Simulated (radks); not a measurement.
Results of a calculation; reference values are marked as such.
Problem. Valence configurations of the ytterbium ion Yb2+ (all share [Xe]). Level of theory: Dirac Kohn-Sham, PBEsol, spin-unpolarised, spherical densities, point nucleus; open shells fill j = l - 1/2 first (a radial shooting solver on a logarithmic mesh with Libxc functionals). Order these by energy: 4f12 5d1 6s1; 4f11 5d1 6s1 6p1; 4f12 6s1 6p1; 4f12 6p2; 4f13 6s1; 4f11 6s2 6p1; 4f13 6p1; 4f14; 4f12 5d2; 4f13.5 5d0.5.

Solution. From the lowest, in eV above it: 4f14 0.000; 4f13.5 5d0.5 2.298; 4f13 6s1 5.249; 4f13 6p1 9.907; 4f12 5d2 16.584; 4f12 5d1 6s1 16.985; 4f12 6s1 6p1 23.308; 4f12 6p2 28.528; 4f11 5d1 6s1 6p1 42.314; 4f11 6s2 6p1 45.774. NIST lists [Xe] 4f14 as the ground configuration; this level of theory agrees among the configurations tried. The energies are those of spherical spin-averaged densities, not of single terms.
